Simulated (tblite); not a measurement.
C6H13O2P.
Numbering: `[CH2:1]=[C:2]([CH3:3])[P@:4](=[O:5])([OH:6])[CH2:7][CH2:8][CH3:9]` (hydrogens: H10, H11 on C1; H12, H13, H14 on C3; H15 on O6; H16, H17 on C7; H18, H19 on C8; H20, H21, H22 on C9)

Geometry (GFN2-xTB, Å), atoms numbered from 1 in this order:
```xyz
22
C6H13O2P angstrom
C     -2.1215   -0.4745    1.2666
C     -1.6856    0.3030    0.2895
C     -1.9114    1.7709    0.1837
P     -0.7215   -0.4267   -1.0852
O     -0.6543    0.4079   -2.2917
O     -1.4450   -1.8434   -1.3898
C      0.8917   -0.9621   -0.3961
C      1.6669    0.2622    0.0687
C      3.0748   -0.0927    0.5300
H     -1.9224   -1.5329    1.2665
H     -2.7017   -0.0875    2.0896
H     -2.6279    2.1194    0.9241
H     -0.9693    2.3023    0.3177
H     -2.2693    2.0078   -0.8170
H     -1.8865   -1.7619   -2.2376
H      0.7306   -1.6683    0.4176
H      1.4204   -1.4730   -1.2045
H      1.7146    0.9741   -0.7588
H      1.1244    0.7396    0.8895
H      3.6384   -0.5492   -0.2804
H      3.0395   -0.7943    1.3609
H      3.6047    0.7989    0.8559
```

Level: GFN2-xTB in tblite, geometry and Hessian alike; calculated harmonic values, unscaled, isolated species. Errors from tens to a few hundred cm⁻¹ against measured bands are possible. One conformer, not necessarily the lowest.

Harmonic wavenumbers (cm⁻¹): 35.6, 51.0, 74.7, 82.8, 104.3, 164.9, 178.0, 208.6, 230.4, 277.7, 297.6, 308.3, 357.2, 364.8, 412.5, 482.9, 626.6, 688.1, 745.8, 778.7, 797.6, 849.0, 893.1, 907.4, 947.0, 951.8, 989.7, 1003.0, 1037.0, 1079.0, 1120.0, 1201.7, 1206.6, 1211.3, 1260.2, 1268.7, 1341.3, 1387.1, 1405.1, 1415.2, 1430.8, 1453.8, 1471.6, 1491.2, 1501.6, 1503.3, 1704.7, 2951.1, 2960.1, 2977.8, 2990.3, 2999.4, 3025.1, 3031.0, 3031.6, 3038.0, 3042.8, 3085.1, 3120.3, 3573.7.

A = 1678, B = 986.5, C = 859.9 MHz; mass 148.065 u (most abundant isotopes); point group C1, symmetry number 1.

What is the zero-point energy?

½Σν̃ = 39563 cm⁻¹ = 113.11 kcal/mol.

Give the ideal-gas entropy at 500 K and 1 bar in the rigid-rotor, harmonic-oscillator model (classical rotation).

Translation 43.48, rotation 31.34, vibration 65.95: S = 140.8 cal/(mol K).

And Cp and H(500 K) − H(0)?

Cp = 66.09 cal/(mol K), of which vibrations give 58.14 (their classical limit is 60 R = 119.2); H(500 K) − H(0) = 19.95 kcal/mol without the zero-point energy, 15.98 from vibrations.

Blend soft modes into free rotors: weight 1/[1 + (100 cm⁻¹/ν̃)⁴] for the oscillator and the rest for a rotor with moment μB/(μ + B), μ = h/(8π²ν), B = 10⁻⁴⁴ kg m². What vibrational entropy results?

59.64 cal/(mol K) in place of 65.95, which changes −T·S at 500 K by +3.16 kcal/mol.

What must be added to the electronic energy to get the Gibbs energy at 500 K and 1 bar?

ZPE + [H(500 K) − H(0)] − T·S = 113.11 + 19.95 − 70.39 = 62.67 kcal/mol.

Hindered rotation and anharmonicity are outside this model. Other conformers, if any are populated, would add a mixing term that is left out. The structure is chiral; the term R ln 2 for an equal mix with its mirror image is left out.
